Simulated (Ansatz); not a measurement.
Cl₂FSb, SMILES `[F][Sb]([Cl])[Cl]`, 4 atoms. Total charge 0; spin multiplicity 1. Correlated methods include outer-core shells of Sb, which these sets cover unevenly. Sb: def2 effective core potential. All runs use 2 threads of a server CPU on a shared host. Correlated methods freeze the cores.

Task: How many basis functions does each run have, and how long does it take in Ansatz? RHF-MP2/def2-QZVPP energy; RKS PBE0-D4/def2-TZVP relaxation (5 steps); RKS CAM-B3LYP-D4/def2-TZVPP energy; RKS ωB97M-V/def2-SVP energy; RKS ωB97M-V/def2-QZVPP energy; RKS r2SCANh-D4/def2-TZVPP energy; RKS PBE0-D4/def2-SVP energy; direct RPA on PBE orbitals/def2-TZVPP energy; RHF-CCSD(T)/def2-SVP energy; RKS PBE0-D4/def2-TZVPP energy; RKS PBE0-D4/def2-TZVP frequencies; RHF-CCSD(T)/def2-TZVPP energy. (An estimate is asked.)

Result: Computed: Other jobs shared the machine, so times are rough.

```csv
level,job,functions,wall time,peak host memory (GiB)
RKS PBE0-D4/def2-SVP,energy,76,1.2 s,0.18
RHF-CCSD(T)/def2-SVP,energy,76,2.5 s,0.24
RKS PBE0-D4/def2-TZVPP,energy,165,2.6 s,0.44
RKS CAM-B3LYP-D4/def2-TZVPP,energy,165,3.1 s,0.47
direct RPA on PBE orbitals/def2-TZVPP,energy,165,3.7 s,0.34
RKS ωB97M-V/def2-SVP,energy,76,4.3 s,0.25
RKS r2SCANh-D4/def2-TZVPP,energy,165,4.4 s,0.45
RHF-MP2/def2-QZVPP,energy,279,10 s,0.87
RKS ωB97M-V/def2-QZVPP,energy,279,14 s,0.96
RKS PBE0-D4/def2-TZVP,relaxation (5 steps),155,19 s,0.43
RHF-CCSD(T)/def2-TZVPP,energy,165,52 s,1.5
RKS PBE0-D4/def2-TZVP,frequencies,155,57 s,0.42
```
